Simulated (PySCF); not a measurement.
Compound: C6H8F2O.
Atom-mapped SMILES: `[CH3:1][C:2]1=[CH:3][CH2:4][O:5][CH2:6][C:7]1([F:8])[F:9]`

Cartesian coordinates in Å at the GFN2-xTB level; atoms count from 1:
```xyz
17
C6H8F2O angstrom
C      2.2149    0.0053    0.3589
C      0.7551    0.1264    0.0686
C      0.1182    1.2578   -0.2046
C     -1.3449    1.3170   -0.5176
O     -1.8828    0.0662   -0.8863
C     -1.5420   -0.9467    0.0149
C     -0.0258   -1.1658    0.0854
F      0.2584   -1.8766    1.2235
F      0.3881   -1.9836   -0.9306
H      2.6951    0.9786    0.3274
H      2.6808   -0.6521   -0.3744
H      2.3624   -0.4392    1.3425
H      0.6462    2.1993   -0.2075
H     -1.5294    1.9776   -1.3679
H     -1.8854    1.7192    0.3588
H     -2.0271   -1.8602   -0.3347
H     -1.8886   -0.7110    1.0334
```

Definitions: NICS(0) = −σiso at the ring centroid; NICS(1) = −σiso and NICS(1)zz = −σzz at ±1 Å along the ring normal z. Level: GIAO PBE0/pcSseg-1 (PySCF, non-relativistic, gas phase) on the GFN2-xTB geometry, one conformer.

Ring bond lengths (Å), with Mayer bond orders in brackets: C2–C3 1.327 (1.85), C3–C4 1.497 (1.03), C4–O5 1.411 (0.94), O5–C6 1.398 (0.96), C6–C7 1.534 (1.00), C7–C2 1.510 (0.95).

Q: Give the NICS values of each ring in ppm.

A: 
```json
{"ring": "C2–C3–C4–O5–C6–C7", "type": "6-membered ring with O; formal bonds 1 double, 5 single", "NICS(0)": "-0.6", "NICS(1), two faces": "-1.9 / -1.6", "NICS(1)zz, two faces": "1.8 / 1.9", "rms pucker (Å)": "0.18", "centre to ring atoms, mean (Å)": "1.42"}
```

Q: What do they say, and how far can they be read as aromaticity?

A: 
- C2–C3–C4–O5–C6–C7: mean NICS(1)zz 1.9 ppm, near zero. C4, C6, C7 have four or more neighbours; no verdict on aromaticity is drawn.

Q: At the first NICS(1) probe listed for ring C2–C3–C4–O5–C6–C7, 1 Å off the ring, how large is the induced field along the normal in 11.7 T applied along it?

A: NICSzz × B0 = 1.8 ppm × 11.7 T = 21 μT, along the applied field.

Q: How shielded are the nuclei of the rings and their hydrogens (means over atoms taken as equivalent)?

A: 
| atoms | environment | σ isotropic (ppm) | principal values of the symmetric part, first atom (ppm) |
| --- | --- | --- | --- |
| C2 | fully substituted alkene carbon | 47.6 | -62.3, 49.5, 155.5 |
| C3 | alkene CH carbon | 49.6 | -57.6, 61.0, 145.5 |
| C4 | sp3 carbon bound to oxygen | 117.5 | 94.5, 105.9, 152.2 |
| O5 | cyclic ether oxygen | 305.7 | 269.3, 302.9, 344.9 |
| C6 | sp3 carbon bound to oxygen | 112.1 | 90.2, 104.3, 141.9 |
| C7 | CF2 carbon | 66.9 | 52.9, 56.5, 91.3 |
| H13 | vinylic hydrogen | 25.66 | 23.9, 24.9, 28.2 |
| H14 (×2) | methylene hydrogen | 27.41 | 23.0, 26.0, 33.0 |
| H16 (×2) | methylene hydrogen | 27.61 | 23.4, 27.1, 31.2 |
